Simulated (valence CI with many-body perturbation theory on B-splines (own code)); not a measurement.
## Sc¹⁵⁺: electric-dipole lines

Level of theory: relativistic CI+MBPT: four valence electrons over a frozen Dirac-Fock core [He], a basis of 11 s, 11 p, 10 d, 8 f, 5 g, 2 h functions for each j, with the one-electron correlation potential Σ1 (screened to all orders), the two-electron term Σ2, the three-electron term Σ3, Breit, model QED; selected single and double excitations, second order for the rest, scaled by the run's own slope (own B-spline code, finite nucleus).

No measured levels were compared; by estimate levels of excited configurations hold to 0.05 to 0.15 % of their energy, terms of the ground configuration to about 0.5 %. Among the levels kept, up to 890 cm⁻¹ of a level comes from second order outside the variational space, and about a tenth of that is noise between levels of different J, which matters for small intervals.

Lines 151 to 200 of 570 in falling wavelength, among levels below 722.22 eV, chosen from the strongest by gf and those to the six lowest levels. Wavelengths and rates use the calculated energies, so an error of 400 cm⁻¹ moves a line at 326.7 Å by 0.13 % and its rate by three times that or more. Electric multipoles are in the length gauge, E1 and E2 with the static RPA response of the core. Weak lines are less certain than strong ones. Lines between different terms over intervals too small for the method are left out, as are lines whose strength nearly cancels. Where a level lies close to another of its J and parity, the split of strength between their lines is uncertain. The highest levels of a list are the least certain.

Names give the largest LS component (configuration and term), which can be under half, so a name can repeat, a term be missing and a line seem to break the LS rules; names also repeat where a configuration has a term twice. Letters in brackets count levels of one name in rising energy.

| λ vac (Å) | Upper | Lower | A (s⁻¹) | S (a.u.) |
| --- | --- | --- | --- | --- |
| 326.7 | 2s2p²3p ³D°_3 [b] | 2s2p²3s ³P_2 [a] | 1.06e+09 | 1.27e-01 |
| 315.4 | 2s2p²3p ³D°_3 [a] | 2s²2p3p ³P_2 | 1.09e+09 | 1.18e-01 |
| 311.8 | 2p³3p ³D_3 | 2s2p²3p ³P°_2 [d] | 1.61e+09 | 1.68e-01 |
| 286.3 | 2p³3p ³F_4 | 2s2p²3p ³D°_3 [c] | 2.35e+09 | 2.45e-01 |
| 283.3 | 2p³3s ³D°_3 | 2s2p²3s ³P_2 [b] | 4.38e+09 | 3.44e-01 |
| 278.3 | 2p³3s ³D°_2 | 2s2p²3s ³P_1 [b] | 2.44e+09 | 1.30e-01 |
| 273.3 | 2p³3s ¹D°_2 | 2s2p²3s ¹P_1 | 1.99e+09 | 1.00e-01 |
| 260.8 | 2p³3p ³F_3 | 2s2p²3p ³D°_2 [c] | 1.49e+09 | 9.12e-02 |
| 253.7 | 2p³3s ³D°_1 | 2s2p²3s ³P_0 [b] | 3.18e+09 | 7.70e-02 |
| 246.7 | 2p⁴ ³P_2 | 2s2p³ ³S°_1 | 4.60e+09 | 1.70e-01 |
| 245.2 | 2p³3s ³D°_2 | 2s2p²3s ³S_1 | 2.44e+09 | 8.88e-02 |
| 244.9 | 2p⁴ ¹D_2 | 2s2p³ ¹P°_1 | 2.74e+09 | 9.92e-02 |
| 238.9 | 2s2p³ ³D°_3 | 2s²2p² ¹D_2 | 2.06e+08 | 9.71e-03 |
| 227.9 | 2p⁴ ³P_1 | 2s2p³ ³S°_1 | 6.70e+09 | 1.17e-01 |
| 223.5 | 2s2p²3p ¹F°_3 | 2s²2p3p ¹D_2 | 5.44e+09 | 2.10e-01 |
| 221.7 | 2s2p²3d ¹G_4 | 2s²2p3d ¹F°_3 | 1.38e+09 | 6.68e-02 |
| 213.9 | 2p³3s ³P°_1 | 2s2p²3s ³P_2 [b] | 4.74e+09 | 6.86e-02 |
| 213.4 | 2p³3p ³D_1 | 2s2p²3p ³D°_1 [b] | 6.23e+09 | 8.96e-02 |
| 211.7 | 2s2p²3d ³F_4 [b] | 2s²2p3d ³D°_3 | 1.54e+09 | 6.50e-02 |
| 211.1 | 2p³3p ³D_2 | 2s2p²3p ³D°_2 [b] | 5.10e+09 | 1.18e-01 |
| 210.4 | 2p³3p ³D_3 | 2s2p²3p ³D°_3 [b] | 4.95e+09 | 1.59e-01 |
| 210.4 | 2p³3s ³P°_0 | 2s2p²3s ³P_1 [b] | 1.41e+10 | 6.47e-02 |
| 209.4 | 2p³3p ¹P_1 | 2s2p²3p ¹P°_1 [a] | 6.63e+09 | 9.01e-02 |
| 209.2 | 2p³3s ³P°_2 | 2s2p²3s ³P_2 [b] | 1.27e+10 | 2.87e-01 |
| 208.7 | 2p³3s ³P°_1 | 2s2p²3s ³P_1 [b] | 6.93e+09 | 9.33e-02 |
| 207.4 | 2s2p²3d ³D_3 [b] | 2s²2p3d ³D°_3 | 1.96e+09 | 6.03e-02 |
| 204.6 | 2s2p²3d ³G_5 | 2s²2p3d ³F°_4 | 2.00e+09 | 9.32e-02 |
| 204.5 | 2p³3s ¹P°_1 | 2s2p²3s ¹P_1 | 8.53e+09 | 1.08e-01 |
| 203.9 | 2s2p²3s ³D_3 | 2s²2p3s ³P°_2 | 6.02e+09 | 1.76e-01 |
| 201.3 | 2s2p²3p ³F°_4 | 2s²2p3p ³D_3 | 3.22e+09 | 1.17e-01 |
| 201.2 | 2s2p³ ³D°_3 | 2s²2p² ³P_2 | 4.44e+09 | 1.25e-01 |
| 200.9 | 2s2p²3d ³F_4 [b] | 2s²2p3d ³F°_4 | 2.12e+09 | 7.65e-02 |
| 200.1 | 2p⁴ ¹D_2 | 2s2p³ ¹D°_2 | 2.12e+10 | 4.20e-01 |
| 199.3 | 2p³3p ¹F_3 | 2s2p²3p ¹F°_3 | 8.36e+09 | 2.29e-01 |
| 198.5 | 2p³3p ³D_3 | 2s2p²3p ³F°_3 | 3.93e+09 | 1.06e-01 |
| 196.9 | 2p³3p ³F_3 | 2s2p²3p ³F°_4 | 3.06e+09 | 8.07e-02 |
| 195.8 | 2p³3s ¹D°_2 | 2s2p²3s ¹D_2 | 1.66e+10 | 3.08e-01 |
| 195.0 | 2p³3p ³F_4 | 2s2p²3p ³F°_4 | 8.79e+09 | 2.89e-01 |
| 194.6 | 2s2p³ ³D°_2 | 2s²2p² ³P_1 | 5.32e+09 | 9.67e-02 |
| 194.4 | 2s2p²3d ³G_4 | 2s²2p3d ³F°_3 | 2.24e+09 | 7.33e-02 |
| 194.2 | 2s2p³ ³D°_1 | 2s²2p² ³P_1 | 1.23e+09 | 1.34e-02 |
| 194.0 | 2p³3p ³F_3 | 2s2p²3p ³F°_3 | 3.09e+09 | 7.80e-02 |
| 193.1 | 2s2p²3p ³D°_3 [b] | 2s²2p3p ³D_3 | 2.82e+09 | 7.01e-02 |
| 191.5 | 2s2p²3p ³F°_3 | 2s²2p3p ³D_2 | 3.57e+09 | 8.66e-02 |
| 190.9 | 2p³3s ³D°_2 | 2s2p²3s ³D_3 | 3.23e+09 | 5.54e-02 |
| 190.2 | 2s2p²3d ³F_3 [b] | 2s²2p3d ³F°_3 | 2.81e+09 | 6.69e-02 |
| 190.2 | 2p³3s ³D°_2 | 2s2p²3s ³D_2 | 4.88e+09 | 8.29e-02 |
| 190.1 | 2p³3s ³D°_1 | 2s2p²3s ³D_1 | 5.42e+09 | 5.51e-02 |
| 189.5 | 2s2p²3s ³D_2 | 2s²2p3s ³P°_1 | 5.30e+09 | 8.90e-02 |
| 189.0 | 2p³3s ³D°_3 | 2s2p²3s ³D_3 | 8.97e+09 | 2.09e-01 |
